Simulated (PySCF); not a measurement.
**Correlation energy of Sc²⁺ (scandium, charge +2)**

[Ar] 4s1, 2S determinant (an excited configuration). Computed with PySCF 2.14 in x2c-TZVPPall with one added diffuse shell each of s, p, d, f type (7s6p5d3f1g, 80 functions), with scalar relativity by spin-free X2C-1e. Frozen: [Ne]; 9 electrons correlated.

```
  level  correlation energy (mhartree)
   CCSD                        -213.13
    (T)                          -3.62
CCSD(T)                        -216.75
```

Diagnostics: T1 = 0.0056, D1 = 0.0235, largest double amplitude 0.037.

Cost of the coupled-cluster step: of the order of 29 core-seconds, for 9 correlated electrons.

This basis was not built for core-valence correlation, so the inner-shell part is incomplete.
